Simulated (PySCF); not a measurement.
Method: PySCF with B3LYP-D3(BJ)/def2-TZVP // r2SCAN-D4/def2-SVP. Isolated molecules, 0 K electronic values unless said otherwise. B3LYP has the VWN-RPA correlation part, as in Gaussian. 

Reference species: [Ti(Cl)3(H)] (neutral, multiplicity 1).

```json
{
 "charge on the central atom (Mulliken)": "0.96 e",
 "coordination_number": "4",
 "charge on the central atom (meta-Löwdin)": "1.09 e"
}
```

Changed species: [Ti(Cl)4] (0 of 4 Cl replaced by H; the reference has 1 of 4 Cl replaced by H).

**Question.** Give the shifts of the charge on the central atom (Mulliken), coordination number and charge on the central atom (meta-Löwdin).

**Answer.** the charge on the central atom (Mulliken) goes up by 0.12 e, to 1.08 e; the coordination number stays essentially unchanged; the charge on the central atom (meta-Löwdin) goes up by 0.05 e, to 1.14 e.
